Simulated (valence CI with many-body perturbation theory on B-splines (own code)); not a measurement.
The numbers below are computed, except where a source is named.
# Level structure of Sb XX

Level of theory: valence CI with perturbative core correlation (CI+MBPT): four valence electrons over a frozen Dirac-Fock core [Ar] 3d10, radial functions for each j: 11 s, 11 p, 10 d, 8 f, 5 g, 2 h, with the one-electron correlation potential Σ1 (screened to all orders), the two-electron term Σ2, the three-electron term Σ3, Breit, model QED; selected single and double excitations, second order for the rest, scaled by the run's own slope (own B-spline code, finite nucleus).

No measured levels were compared; by estimate levels hold to about 250 cm⁻¹ or 0.2 % of their energy and the worst to 1 %, as in measured heavy ions of charge 2 to 7; those with d or f electrons hold less well. Among the levels kept, up to 540 cm⁻¹ of a level comes from second order outside the variational space, and about a tenth of that is noise between levels of different J, which matters for small intervals.

Levels 91 to 135 of 185, with energies above the lowest level, 4s2 4p2 3P_0. "Leading %" is the weight of the configuration and term that name the level; weights of strongly mixed levels are sums over their largest components and can fall short. In the jj column 3d3/2^4 stands for four electrons in 3d with j = 3/2.

```
No.  Configuration  Term  J  E (cm⁻¹)  Leading %                   Leading jj      g    Second component
 91      4s2 4p 4f    3G  3   1439100         23      4s^2 4p1/2 4f7/2 (38 %)  1.038   22 % 4s2 4p 4f 3D
 92      4s 4p2 4d    1D  2   1440500         55      4s 4p3/2^2 4d5/2 (42 %)  0.986   16 % 4s2 4p 4f 3F
 93        4s2 4d2    1G  4   1476600         27          4s^2 4d5/2^2 (43 %)  1.117     22 % 4s2 4d2 3F
 94        4s2 4d2    3F  3   1487000         48      4s^2 4d3/2 4d5/2 (48 %)  1.119   26 % 4s2 4p 4f 3D
 95      4s2 4p 4f    3G  4   1491100         49      4s^2 4p3/2 4f5/2 (40 %)  1.115     28 % 4s2 4d2 3F
 96        4s2 4d2    3F  2   1491700         42      4s^2 4d3/2 4d5/2 (33 %)  0.874   17 % 4s2 4p 4f 1D
 97        4s2 4d2    1D  2   1508100         38          4s^2 4d3/2^2 (41 %)  1.036     15 % 4s2 4d2 3P
 98        4s2 4d2    3P  0   1511800         83          4s^2 4d3/2^2 (68 %)           9 % 4s 4p2 4d 3P
 99      4s2 4p 4f    3G  5   1516800         95      4s^2 4p3/2 4f7/2 (95 %)  1.199                    
100        4s2 4d2    3P  1   1519100         87      4s^2 4d3/2 4d5/2 (87 %)  1.498    9 % 4s 4p2 4d 3P
101        4s2 4d2    3P  2   1531300         70          4s^2 4d5/2^2 (57 %)  1.396      9 % 4s2 4d2 1D
102      4s2 4p 4f    1F  3   1536100         46      4s^2 4p3/2 4f7/2 (39 %)  1.031   14 % 4s 4p2 4d 1F
103         4p3 4d   3F°  2   1539000         39   4p1/2^2 4p3/2 4d3/2 (78 %)  0.970     24 % 4p3 4d 3D°
104         4p3 4d   5D°  3   1547900         29   4p1/2^2 4p3/2 4d3/2 (68 %)  1.210     19 % 4p3 4d 3F°
105      4s2 4p 4f    3D  1   1550500         87      4s^2 4p3/2 4f5/2 (87 %)  0.500   10 % 4s 4p2 4d 3D
106         4p3 4d   5D°  0   1551400         45   4p1/2^2 4p3/2 4d3/2 (83 %)            32 % 4p3 4d 3P°
107      4s2 4p 4f    3F  4   1551500         43      4s^2 4p3/2 4f7/2 (34 %)  1.223     33 % 4s2 4d2 3F
108      4s2 4p 4f    3D  2   1553100         52      4s^2 4p3/2 4f5/2 (60 %)  0.971   23 % 4s2 4p 4f 3F
109      4s2 4p 4f    3F  3   1554900         39      4s^2 4p3/2 4f7/2 (37 %)  1.145   24 % 4s2 4p 4f 3D
110         4p3 4d   5D°  1   1559100         56   4p1/2^2 4p3/2 4d3/2 (76 %)  1.320     20 % 4p3 4d 3P°
111         4p3 4d   5D°  4   1565500         44   4p1/2^2 4p3/2 4d5/2 (84 %)  1.316     30 % 4p3 4d 3F°
112         4p3 4d   5D°  2   1575200         41   4p1/2^2 4p3/2 4d5/2 (65 %)  1.343     28 % 4p3 4d 3D°
113        4s2 4d2    1S  0   1588500         82          4s^2 4d5/2^2 (70 %)           9 % 4s 4p2 4d 1S
114         4p3 4d   3G°  3   1591300         32   4p1/2^2 4p3/2 4d5/2 (43 %)  1.030     19 % 4p3 4d 3F°
115      4s2 4p 4f    1D  2   1602900         56      4s^2 4p3/2 4f7/2 (51 %)  0.975     21 % 4s2 4d2 1D
116         4p3 4d   3F°  2   1606000         38   4p1/2 4p3/2^2 4d3/2 (84 %)  1.020     29 % 4p3 4d 3D°
117         4p3 4d   1S°  0   1606900         52   4p1/2 4p3/2^2 4d3/2 (64 %)            35 % 4p3 4d 5D°
118         4p3 4d   3D°  1   1609300         70   4p1/2 4p3/2^2 4d3/2 (69 %)  0.701     15 % 4p3 4d 5D°
119         4p3 4d   3F°  3   1612100         36   4p1/2 4p3/2^2 4d3/2 (75 %)  1.137     14 % 4p3 4d 3G°
120      4s2 4p 4f    1G  4   1617200         50      4s^2 4p3/2 4f5/2 (28 %)  1.010     39 % 4s2 4d2 1G
121         4p3 4d   3D°  3   1624400         45   4p1/2 4p3/2^2 4d5/2 (87 %)  1.330     31 % 4p3 4d 5D°
122         4p3 4d   3G°  4   1625200         46   4p1/2 4p3/2^2 4d3/2 (62 %)  1.143     20 % 4p3 4d 3F°
123         4p3 4d   3F°  4   1632600         48   4p1/2 4p3/2^2 4d5/2 (78 %)  1.242     17 % 4p3 4d 5D°
124         4p3 4d   3D°  1   1635200         58   4p1/2^2 4p3/2 4d5/2 (60 %)  0.813     10 % 4p3 4d 3P°
125         4p3 4d   1G°  4   1641600         54   4p1/2 4p3/2^2 4d5/2 (66 %)  1.116     17 % 4p3 4d 3F°
126         4p3 4d   3G°  5   1644900         82   4p1/2 4p3/2^2 4d5/2 (82 %)  1.198  11 % 4s 4p 4d2 3G°
127         4p3 4d   1D°  2   1665700         36   4p1/2 4p3/2^2 4d3/2 (65 %)  0.950     32 % 4p3 4d 3F°
128         4p3 4d   1P°  1   1667900         37   4p1/2 4p3/2^2 4d5/2 (48 %)  1.235     15 % 4p3 4d 3P°
129         4p3 4d   3P°  0   1679300         63   4p1/2 4p3/2^2 4d5/2 (53 %)            14 % 4p3 4d 1S°
130      4s 4p 4d2   5G°  2   1686500         29      4s 4p1/2 4d3/2^2 (30 %)  0.806     13 % 4p3 4d 3P°
131         4p3 4d   3P°  2   1692400         34   4p1/2 4p3/2^2 4d3/2 (28 %)  0.982  27 % 4s 4p 4d2 5G°
132         4p3 4d   3D°  3   1697500         29   4p1/2 4p3/2^2 4d5/2 (31 %)  1.147     21 % 4p3 4d 3F°
133         4p3 4d   3P°  1   1702800         56   4p1/2 4p3/2^2 4d3/2 (52 %)  1.242     16 % 4p3 4d 3D°
134         4p3 4d   3D°  2   1702900         35   4p1/2 4p3/2^2 4d5/2 (76 %)  1.149     22 % 4p3 4d 3P°
135      4s 4p 4d2   5G°  3   1705800         56  4s 4p1/2 4d3/2 4d5/2 (28 %)  0.983  15 % 4s 4p2 4f 5G°
```

Names give the largest LS component (configuration and term), which can be under half, so a name can repeat, a term be missing and a line seem to break the LS rules; names also repeat where a configuration has a term twice.

Where two levels of one J and parity lie close, their mixing, g and order are uncertain.
